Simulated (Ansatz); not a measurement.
CH$_{5}$FNNbO, SMILES `[CH3][Nb]([NH2])(=[O])[F]`. The species carries charge 0 and has multiplicity 1. Correlated methods include outer-core shells of Nb, which these sets cover unevenly. Nb takes the def2 core potential.

| atom | x (Å) | y (Å) | z (Å) |
| --- | --- | --- | --- |
| C1 | 0.706 | 0.021 | -1.403 |
| Nb2 | -0.637 | -0.501 | 0.200 |
| N3 | -0.150 | 0.636 | 1.718 |
| O4 | -2.163 | 0.012 | -0.316 |
| F5 | -0.510 | -2.356 | 0.503 |
| H6 | 0.457 | -0.590 | -2.278 |
| H7 | 1.748 | -0.172 | -1.128 |
| H8 | 0.606 | 1.072 | -1.686 |
| H9 | 0.652 | 0.481 | 2.314 |
| H10 | -0.709 | 1.397 | 2.076 |

Question: Give the diagnostics of a CCSD(T)/def2-TZVPP run (frozen core, Ansatz 0.2.0). (An estimate is asked.)

Answer: The calculation gave: T1 = 0.0216, largest single amplitude 0.039, largest double 0.031, (T) share of the correlation energy 4.7 %, 12 CCSD cycles. The RHF solution is stable towards an unrestricted one. T1 lies over the customary mark of 0.02 for closed shells; compounds of d metals often pass it without a breakdown.
